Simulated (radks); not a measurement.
Spherical quantum dot in the effective-mass picture: electrons in a well V = -V0 / (1 + exp((r - R)/a)) with V0 = 22.2, R = 2.55, a = 0.29, all in effective atomic units (hartree* = m*/eps^2 hartree, bohr* = eps/m* bohr), one dielectric constant everywhere. Calculated with a radial shooting solver with Libxc functionals: non-relativistic Kohn-Sham, PBE, spin-polarised, spherical densities. Levels are named by radial order and angular momentum (1s, 1p, 1d, 2s, ...), and open shells are averaged over m.

N = 14, configuration 1s2 1p6 1d(up 5, down 1). This is the lowest configuration that the search found. Occupied and some empty levels:

| level | occupation | eigenvalue (hartree*) | <r> (bohr*) |
|---|---|---|---|
| 1s up | 1 | -12.801 | 1.342 |
| 1s down | 1 | -12.712 | 1.326 |
| 1p up | 3 | -12.090 | 1.506 |
| 1p down | 3 | -11.982 | 1.500 |
| 1d up | 5 | -11.085 | 1.628 |
| 1d down | 1 | -10.968 | 1.626 |
| 2s up | 0 | -10.184 | 1.247 |
| 2s down | 0 | -10.133 | 1.251 |
| 1f up | 0 | -9.8478 | 1.727 |
| 1f down | 0 | -9.7270 | 1.728 |
| 2p up | 0 | -8.7271 | 1.436 |
| 2p down | 0 | -8.6609 | 1.437 |

Energy (hartree*): total -219.442, kinetic 24.154, external -293.04, Hartree 57.852, exchange-correlation -8.4111.
